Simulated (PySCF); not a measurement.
## NMR data sheet: C6H7N3O

```
Formula                 : C6H7N3O
SMILES                  : C=Cn1cc(C(C)=O)nn1
Degrees of unsaturation : 5
Carbon signals          : 6
Proton signals          : 5
```

Mapped SMILES: `[CH2:1]=[CH:2][n:3]1[cH:4][c:5]([C:6]([CH3:7])=[O:8])[n:9][n:10]1`; H(Xn) means a hydrogen on atom n. Ha(C1) is cis to N3; Hb(C1) is trans to N3.

All values are calculated (PySCF 2.14): geometry: PBE0-D3(BJ)/def2-SVP, shielding tensors at B3LYP/pcSseg-1 (GIAO). No solvent, no relativistic terms, one averaged value for each set of equivalent atoms, one conformer.

Shifts are taken against calculated references (same method and geometry level): ¹H (σ = 31.38 ppm) and ¹³C (σ = 179.24 ppm) vs TMS; NH3 for ¹⁵N (σ = 263.54 ppm); H2O for ¹⁷O (σ = 334.04 ppm).

| carbon | δC, type | δH (multiplicity) | HMBC from (2–3 bonds) | span of the C tensor (ppm) |
| --- | --- | --- | --- | --- |
| C1 | 113.6, CH2 | Ha(C1) 6.84 (m); Hb(C1) 5.34 (m) | H(C2) | 208 |
| C2 | 135.6, CH | 6.88 (m) | H(C4), Ha(C1), Hb(C1) | 186 |
| C4 | 129.7, CH | 7.73 (s) | H(C2) | 156 |
| C5 | 153.0, C | – | H(C4), H(C7) | 122 |
| C6 | 196.4, C | – | H(C4), H(C7) | 206 |
| C7 | 29.7, CH3 | 2.71 (s) | – | 49 |

Other nuclei:
```
atoms  nucleus                         environment  δ (ppm)  σ (ppm)
   N9      ¹⁵N  pyridine-type nitrogen of an azole    407.8   -144.2
  N10      ¹⁵N  pyridine-type nitrogen of an azole    400.8   -137.3
   N3      ¹⁵N          pyrrole-type ring nitrogen    289.6    -26.0
   O8      ¹⁷O                       ketone oxygen    643.8   -309.8
```

- Carbon types of the structure: 2 × C, 2 × CH, 1 × CH2, 1 × CH3, which accounts for all hydrogens.
- δC 196.4: ketone carbonyl carbon; the double bond to the heteroatom, with no lone-pair donor beside it, deshields it most.
- δC 153.0: substituted aromatic carbon next to a ring nitrogen.
- δC 135.6: alkene CH; an sp2 carbon of a C=C bond.
- δC 129.7: aromatic CH next to a ring nitrogen.
- δC 113.6: terminal =CH2 carbon; as expected for a trigonal carbon in a double bond.

Shifts are as computed. Against solution values, carbons near 30 ppm lie about +2 ppm off and those near 130 ppm about +6 ppm (rms about the fit 1.1 ppm; single classes can miss by 10 ppm). Of 1328 compounds with measured shifts, 309 miss one by over three times the rms of a fit or turn the order of signals round; such compounds aren't used in these exercises. Signals without a measured value on file couldn't be tested in this way. Unscaled 17O shifts of doubly bonded oxygen tend to come out too high, by tens of ppm or more. Experimental scales use liquid or dissolved standards, which lie at an offset from isolated NH3 (liquid NH3: subtract about 20 ppm) and H2O (liquid H2O: subtract about 36 ppm). Unscaled 15N shifts of sp2 nitrogen often come out too high even then, by a few to some tens of ppm. Multiplicities follow the n + 1 count of equivalent neighbours, as no J values were calculated; m marks all less simple cases, F and P coupling included.
